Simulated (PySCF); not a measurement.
Compound: C2H9BOPb.
Bonds: C1–C2, C2–O3, O3–B4, B4–Pb5. Hydrogens: H6, H7, H8 on C1; H9, H10 on C2; H11 on B4; H12, H13, H14 on Pb5.

Theory: PBE0-D3(BJ)/def2-SVP geometry optimisation, gas phase, def2 core potentials past Kr (PySCF 2.14.0).

Task: What internal coordinates does the optimisation give?

Result: 
| bond | length (Å) | order |
| --- | --- | --- |
| C1–C2 | 1.510 | single |
| C2–O3 | 1.418 | single |
| O3–B4 | 1.331 | single |
| B4–Pb5 | 2.326 | single |
| C1–H6, C1–H7, C1–H8 | 1.100 | single |
| C2–H9, C2–H10 | 1.103 | single |
| B4–H11 | 1.210 | single |
| Pb5–H12, Pb5–H13, Pb5–H14 | 1.770 | single |

Bonds in one row agree within 0.01 Å and their mean is given. Orders are formal, as drawn. A selection of angles:
| angle | degrees |
| --- | --- |
| C2–C1–H6 | 110.2 |
| C2–C1–H7 | 110.9 |
| H6–C1–H7 | 108.2 |
| C1–C2–O3 | 110.7 |
| C1–C2–H9 | 111.0 |
| O3–C2–H9 | 106.6 |
| O3–C2–H10 | 109.8 |
| H9–C2–H10 | 107.7 |
| C2–O3–B4 | 126.4 |
| O3–B4–Pb5 | 123.6 |
| O3–B4–H11 | 117.1 |
| Pb5–B4–H11 | 119.3 |
| B4–Pb5–H12 | 113.5 |
| B4–Pb5–H13 | 112.0 |
| B4–Pb5–H14 | 115.0 |
| H12–Pb5–H13 | 105.6 |
| H12–Pb5–H14 | 104.2 |

Torsions: C1–C2–O3–B4 -99° (anticlinal); C2–O3–B4–Pb5 -1° (synperiplanar). The mirror-image conformer, all signs reversed, is as good.

B4 (three-coordinate boron) is planar (angles 123.6°, 119.3° and 117.1°, sum 360.0°, 0.00 Å off the plane of its three neighbours). Pb5 (lead bonded to B and 3 H) is distorted tetrahedral (angles from 104.2° to 115.0°). O3 (boron-bound oxygen) is bent (angle 126.4°).

Point group: C1 (no symmetry element, even within 0.4 Å). Whether it is a minimum is left open (no frequencies). The numbers are those of one conformer.
